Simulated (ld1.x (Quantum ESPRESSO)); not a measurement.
# Reading a pseudo-wave (Zn (Z = 30))

Columns: radius, all-electron u(r) and pseudo u(r) of the 4s shell (level -6.62 eV) of zinc in the configuration [Ar] 3d10 4s1.75 4p0.25; LDA (PZ), scalar-relativistic, TM scheme, ld1.x (Quantum ESPRESSO) 7.5.

| r (bohr) | all-electron | pseudo |
| --- | --- | --- |
| 0.168 | -0.1688 | -0.0255 |
| 0.335 | 0.1312 | -0.0546 |
| 0.503 | 0.2849 | -0.0914 |
| 0.670 | 0.1972 | -0.1401 |
| 0.838 | 0.0113 | -0.2052 |
| 1.005 | -0.1811 | -0.2875 |
| 1.172 | -0.3452 | -0.3829 |
| 1.340 | -0.4721 | -0.4801 |
| 1.508 | -0.5623 | -0.5629 |
| 1.675 | -0.6206 | -0.6206 |
| 1.842 | -0.6536 | -0.6536 |
| 2.010 | -0.6668 | -0.6668 |
| 2.178 | -0.6646 | -0.6646 |
| 2.345 | -0.6511 | -0.6511 |
| 2.512 | -0.6295 | -0.6295 |
| 2.680 | -0.6021 | -0.6021 |
| 2.848 | -0.5708 | -0.5708 |
| 3.015 | -0.5376 | -0.5376 |
| 3.182 | -0.5033 | -0.5033 |
| 3.350 | -0.4686 | -0.4686 |
| 3.518 | -0.4344 | -0.4344 |
| 3.685 | -0.4014 | -0.4014 |
| 3.852 | -0.3696 | -0.3696 |
| 4.020 | -0.3393 | -0.3393 |
| 4.188 | -0.3106 | -0.3106 |
| 4.355 | -0.2839 | -0.2839 |

Q: How many radial nodes do the two functions have?

A: The all-electron 4s function has n − l − 1 = 3 (the table is too coarse to show those close to the nucleus); the pseudo-wave has 0, since the states of the same l below it are removed with the core.

Q: At about which radius was the pseudo-wave matched?

A: 1.75 bohr, where the columns begin to agree (steps of 0.17 bohr).

Q: Where does each function peak?

A: Outermost all-electron maximum near 2.01 bohr, pseudo maximum near 2.01 bohr (to the table’s step).

Q: Is the pseudo-wave norm-conserving?

A: Yes: the TM scheme keeps the norm inside the radius equal to the all-electron one, which fixes the energy derivative of the logarithmic derivative at the level.
